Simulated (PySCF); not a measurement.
## Ta⁺ (tantalum, charge +1) across methods

[Xe] 4f14 5d3 6s1, high-spin 5F determinant. Computed with PySCF 2.14 in x2c-TZVPPall (11s7p7d3f1g, 97 functions), with the spin-free X2C one-electron Hamiltonian (Gaussian nucleus). The B2PLYP total includes its PT2 part (frozen core); its orbital energies are those of the SCF part.

```tsv
method	E (hartree)	mean ε 4f β (eV)	mean ε 6s α (eV)	mean ε 5d α (eV)	Σ⟨r²⟩ (bohr²)	⟨S²⟩
r2SCAN	-15605.06	-32.215	-12.543	-11.971	53.40	6.003
PBE	-15604.94	-31.950	-12.316	-11.567	53.78	6.001
B2PLYP	-15603.65	-40.206	-13.433	-13.923	53.64	6.003
revPBE	-15605.37	-31.895	-12.251	-11.552	53.78	6.002
PW91	-15606.54	-32.059	-12.400	-11.632	53.77	6.001
PBE0	-15604.72	-36.032	-12.960	-12.856	53.53	6.002
LDA	-15594.84	-32.331	-12.575	-11.623	53.69	6.001
```

Question: Estimate the same row for UHF.

Answer: E (hartree) = -15599.79252; mean ε 4f β (eV) = -47.508; mean ε 6s α (eV) = -14.486; mean ε 5d α (eV) = -16.168; Σ⟨r²⟩ (bohr²) = 53.73; ⟨S²⟩ = 6.007.

Spin-orbit coupling, absent here, splits the open shell strongly.
